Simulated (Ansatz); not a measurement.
A nudged elastic band was laid between two geometries of F4HOTa + H2 (9 atoms, charge 0, multiplicity 1).

These are results of RKS B3LYP-D4/def2-SVP in Ansatz 0.2.0, not measurements.

```
movable images  : 5
climbing image  : yes
spring          : 5.0 eV/Å²
optimiser       : quadratic models (default)
start path      : through a guess of the saddle point
force threshold : 0.05 eV/Å
iteration limit : 60
end points      : relaxed
```

Image 0:

```xyz
9
Properties=species:S:1:pos:R:3
Ta 0.001 0.291 0.028
O 1.869 0.302 0.194
H 2.496 0.390 0.923
F -0.250 0.674 1.873
F 0.051 -0.114 -1.819
F -0.806 1.934 -0.371
F -0.930 -1.312 0.317
H 1.160 -2.928 0.795
H 1.890 -2.730 0.714
```

Image 6:

```xyz
9
Properties=species:S:1:pos:R:3
Ta -0.204 -0.411 0.148
O 2.065 -0.304 0.380
H 2.453 0.575 0.520
F -0.287 -0.294 2.040
F 0.051 -0.790 -1.687
F 0.366 1.402 -0.031
F -2.049 -0.671 0.022
H 0.495 -2.018 0.432
H 2.590 -0.981 0.829
```

What changes between the two ends?

Bonds broken: H8–H9. Bonds formed: Ta1–H8, O2–H9. F4HOTa + H2 becomes F4H3OTa.

What energy profile does the band end with?

It converged. The highest image is number 4 of 0 to 6, 31.1 kcal/mol above the first end and 19.2 kcal/mol above the last; the last end lies 11.8 kcal/mol above the first. A vibrational analysis at the climbing image gives one clearly imaginary mode, 1247i cm⁻¹: a first-order saddle point. The orbitals stay closed-shell, which can raise the energy where a bond breaks towards radicals; this wasn't checked here.

| image | path coordinate (Å) | energy (kcal/mol) | H8–H9 (Å) | Ta1–H8 (Å) | O2–H9 (Å) |
| --- | --- | --- | --- | --- | --- |
| 0 | 0.00 | 0.0 | 0.76 | 3.51 | 3.08 |
| 1 | 0.79 | 0.9 | 0.76 | 3.04 | 2.74 |
| 2 | 1.57 | 1.5 | 0.76 | 2.71 | 2.75 |
| 3 | 2.36 | 5.9 | 0.77 | 2.36 | 2.03 |
| 4 | 3.15 | 31.1 | 1.05 | 1.97 | 1.23 |
| 5 | 3.99 | 15.2 | 1.85 | 1.80 | 0.97 |
| 6 | 4.84 | 11.8 | 2.37 | 1.78 | 0.97 |

What is the geometry of the highest image?


```xyz
9
Properties=species:S:1:pos:R:3
Ta -0.029 -0.246 0.115
O 2.068 -0.059 0.279
H 2.480 0.292 1.083
F -0.003 -0.150 2.006
F 0.290 -0.713 -1.678
F -0.295 1.590 -0.159
F -1.719 -1.043 0.134
H 0.949 -1.930 0.437
H 1.740 -1.235 0.435
```

What are the harmonic wavenumbers there?

1247i, 69, 139, 158, 192, 196, 213, 264, 447, 551, 594, 672, 692, 698, 712, 722, 1135, 1396, 1711, 1879, 3807 cm⁻¹.

Run time: 2.6 min on 4 threads of Arm Neoverse V1 (shared host), peak memory 0.3 GiB.
